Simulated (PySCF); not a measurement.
C3H8O2Si, SMILES C/C=C/O[SiH2]O. Coordinates come from a PBE-D3(BJ)/def2-SVP optimisation. The structure was generated by enumeration; whether it is a known compound was not checked. One conformer was computed; it need not be the lowest.

Computed equilibrium geometry at PBE-D3(BJ)/def2-SVP (PySCF confirms it by a frequency run) as a Z-matrix (one conformer of several):
```
C
C 1 1.3463
O 1 1.3693 2 122.62
H 2 1.1038 1 117.49 3 -0.93
H 1 1.1091 2 121.32 4 -180.00
C 2 1.4981 4 118.61 1 -179.75
H 6 1.1090 2 111.76 4 -179.92
H 6 1.1119 7 107.59 2 -122.98
H 6 1.1120 7 107.57 8 -114.05
Si 3 1.6890 1 124.49 5 -11.94
O 10 1.6725 3 113.17 1 -75.42
H 11 0.9734 10 115.37 3 -65.39
H 10 1.4967 11 104.43 12 175.44
H 10 1.4969 13 114.34 11 123.27
```
